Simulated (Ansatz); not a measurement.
C₂H₆FMoNO₂, SMILES `C[N]=[Mo](=[O])([F])[O]C`. Total charge 0; spin multiplicity 1. Mo: def2 effective core potential. The structure was optimised at the PBE0-D4/def2-TZVP level. It is one conformer, not always the lowest.

```xyz
13

C    -1.001    0.052   -2.079
N    -0.787   -0.339   -0.731
Mo   -1.005   -0.082    0.958
O    -1.886    1.338    1.127
F    -1.912   -1.552    1.663
O     0.678    0.110    1.715
C     2.002    0.024    1.255
H    -0.040    0.197   -2.583
H    -1.542   -0.735   -2.614
H    -1.575    0.983   -2.138
H     2.455    1.019    1.255
H     2.043   -0.392    0.243
H     2.570   -0.622    1.929
```

What is the dipole moment at ωB97M-V/def2-TZVPP? (An estimate is asked.)

Ansatz gave: 3.82 D, with components (2.88, -0.17, -2.50) D in this frame, pointing from negative to positive charge.

And with PBE, r2SCAN, B3LYP? (Best estimate.)

Computed: PBE 3.72 D, r2SCAN 3.82 D, B3LYP 3.90 D.

Give the Mulliken charges with ωB97M-V, r2SCAN, B3LYP in def2-TZVPP. (An estimate is asked.)

The calculation gave: 
```csv
atom,ωB97M-V,r2SCAN,B3LYP
C1,-0.19,0.01,-0.12
N2,-0.51,-0.57,-0.54
Mo3,1.53,1.56,1.57
O4,-0.52,-0.54,-0.54
F5,-0.42,-0.42,-0.43
O6,-0.49,-0.50,-0.50
C7,-0.14,0.05,-0.09
H8,0.12,0.06,0.10
H9,0.13,0.07,0.11
H10,0.13,0.07,0.11
H11,0.13,0.07,0.11
H12,0.11,0.06,0.10
H13,0.13,0.07,0.11
```

B3LYP here is the variant with VWN-RPA as its local correlation; programs differ in this.
